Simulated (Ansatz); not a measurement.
The lowest singlet and triplet of H2Si2 (SMILES [Si]=[SiH2]); geometries from B3LYP-D3(BJ)/def2-TZVP, each state relaxed from the structure named, with no frequency check.
Singlet at the triplet's geometry (charge 0, multiplicity 1):
```xyz
4

Si     1.2764    -0.0608     0.0115
Si    -1.0047     0.0478    -0.0091
H     -1.9586    -1.0982    -0.0180
H     -1.8455     1.2792    -0.0163
```

A positive gap puts the triplet lower; no zero-point energy. R- takes a restricted singlet. U- takes an unrestricted singlet (broken symmetry where lower, unprojected). The triplet is unrestricted in single-reference levels. Active spaces average the two states.

Frozen-core correlation.

Programs: Ansatz (Gaussian orbitals). 

| level | gap E(singlet) − E(triplet), vertical, at the triplet's geometry (eV) |
|---|---|
| U-PBE/def2-TZVPP (spin-contaminated) | -0.224 |
| R-B3LYP/def2-TZVPP | -0.222 |
| R-wB97X-V/def2-TZVPP | -0.208 |
| R-MP2/cc-pV(T+d)Z | -0.254 |
| R-SCS-MP2/cc-pV(Q+d)Z | -0.416 |
| R-CCSD/cc-pV(Q+d)Z | -0.258 |
| SC-NEVPT2 on SA-CASSCF(4,4)/cc-pV(Q+d)Z | -0.371 |
| FIC-MRCISD+Q on SA-CASSCF(4,4)/cc-pV(D+d)Z | ? |
| FIC-MRCISD+Q on SA-CASSCF(4,4)/cc-pV(Q+d)Z | -0.421 |

Problem. Complete the blanks.

Solution. 
- FIC-MRCISD+Q on SA-CASSCF(4,4)/cc-pV(D+d)Z, gap E(singlet) − E(triplet), vertical, at the triplet's geometry (eV): -0.390

Doubts at one or more of the structures used: a restricted determinant that unrestricted orbitals would lower (R-B3LYP/def2-TZVPP, R-MP2/cc-pV(T+d)Z, R-SCS-MP2/cc-pV(Q+d)Z, R-CCSD/cc-pV(Q+d)Z).

Ansatz is a program for electronic structure.
